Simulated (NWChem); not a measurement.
## Basis-set convergence for hydrogen iodide (HI)

SMILES: I
```xyz
2

I      0.0000     0.0000     0.0302
H      0.0000     0.0000    -1.6026
```
Charge 0, spin multiplicity 1.

Everything below was run with NWChem. Structure: optimised with PBE/def2-SVP with def2 effective core potentials on I, a minimum by its harmonic frequencies.

Quantity: first vertical ionisation energy at the level G0W0@PBE.

Effective core potentials replace the inner electrons of I; spin-orbit coupling is left out.

Q: In def2-QZVP the value is 10.25 eV. Among def2-SVP, def2-SVPD, def2-TZVP, def2-TZVPP, def2-TZVPD, which is the smallest basis within 0.2 eV of it?

A: No smaller set comes that close. def2-QZVP isn't the basis-set limit itself, and a small set can land close by cancellation.

```csv
basis,functions,first vertical ionisation energy (eV)
def2-SVP,31,9.69
def2-SVPD,43,9.59
def2-TZVP,56,9.99
def2-TZVPP,64,10.01
def2-TZVPD,68,9.94
def2-QZVP,112,10.25
```
